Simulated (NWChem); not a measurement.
System: CH3ClHfS; SMILES [Cl][Hf](=[S])[CH3]

def2 effective core potentials on Hf; no spin-orbit coupling.

Task: Give the equilibrium geometry at PBE-D3(BJ)/def2-SVP with def2 effective core potentials on Hf (NWChem) as a list of bonds and angles, with the point group.

Result: point group C1; any orientation.
Bonds (Å): Hf1–S2 2.225, Hf1–Cl3 2.359, Hf1–C4 2.201, C4–H5 1.115, C4–H6 1.111, C4–H7 1.113. Bond angles (°): S2–Hf1–Cl3 110.2, S2–Hf1–C4 102.4, Cl3–Hf1–C4 104.6, Hf1–C4–H5 110.8, Hf1–C4–H6 110.6, Hf1–C4–H7 111.4, H5–C4–H6 108.0, H5–C4–H7 109.3, H6–C4–H7 106.6.
